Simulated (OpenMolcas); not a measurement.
Mo4+: effect of the IPEA shift

- Program: OpenMolcas
- Basis: ANO-RCC-VQZP [8s7p5d3f2g1h]
- Scalar Hamiltonian: DKH2, point nucleus
- Active space: 2 electrons in 10 orbitals (4d 5d)
- State averaging: 2S+1 = 3 even, 10 roots; 2S+1 = 1 even, 15 roots
- Spin-orbit coupling: RASSI with atomic mean-field integrals over the reference wave functions, term energies averaged over their components

Methods on the same reference wave functions:
A. CASSCF
B. SS-CASPT2, IPEA 0 Eh, imaginary shift 0.1 Eh (closed shells correlated: 4s 4p)
C. SS-CASPT2, IPEA 0.25 Eh, imaginary shift 0.1 Eh (closed shells correlated: 4s 4p)

Energies in cm-1 above 4d2 3F2, the measured ground level; measured values from Sugar and Musgrove, J. Phys. Chem. Ref. Data 17, 155 (1988).

```tsv
Level	A	B	C	Measured
4d2 3F2	0.0	0.0	0.0	0.0
4d2 3F3	1466	1508	1509	1578
4d2 3F4	3184	3220	3220	3357
4d2 1D2	12685	9910	9850	10190
4d2 3P0	13787	11460	11730	11161
4d2 3P1	14367	12070	12340	11807
4d2 3P2	15860	13460	13680	13408
4d2 1G4	19163	16670	16550	16354
4d2 1S0	44628	38270	38070	37738
```

Deviations, from unrounded energies. A percentage is the sum of absolute deviations over the sum of measured energies, with the sign that they share, or ± where signs differ.

| Against measurement | Levels | A | B | C |
| --- | --- | --- | --- | --- |
| mean absolute deviation (cm-1) | 8 | 2500 | 240 | 310 |
| fine structure of the ground term (%) | 2 | -5.8 | -4.3 | -4.2 |
| other terms of the ground configuration (%) | 6 | +19.7 | ±1.7 | ±2.2 |

B lies closest to measurement on these levels and A furthest from it. The largest miss of B in the table is 4d2 1S0, by +540 cm-1. The ranking rests on the paired levels alone, and a cruder setting can come out closer through cancelling errors.

Between B and C the level of the table that moves most is 4d2 3P1, by 270 cm-1 (lowest in B, highest in C). Moves below CASPT2's spread within the term are not significant.

The mean deviations of B to C differ by less than CASPT2's widest spread within a term (840 cm-1), so their order carries little weight.

From A to B the spin-free energies of the other terms of 4d2 shown, above 3F, scale by factors of 0.74 to 0.85, as is usual when dynamic correlation screens the repulsion within a d or f shell.

The lowest spin-free term lies below A's lowest term by 0.299 hartree in B, 0.294 hartree in C.

CASPT2 does not keep the components of a term degenerate, so their means are used; among the terms shown or strongly mixed into the levels shown the widest spread is 840 cm-1 (4d2 3F, B). Active for correlation alone: 5d; no level in the range computed is led by a configuration that fills it, so any true level of that kind is missing. Without dynamic correlation excited terms often stand tens of per cent too high (terms of higher spin than the ground term too low), and those without a measured partner can miss by more than the paired ones (holds for A). Computed and measured levels are paired by configuration, term and J; levels that our copy of the source lacks, or whose pairing is in doubt (as where it misses far off the trend of its configuration), stay unpaired and out of the deviations. Only configurations of the active space appear.
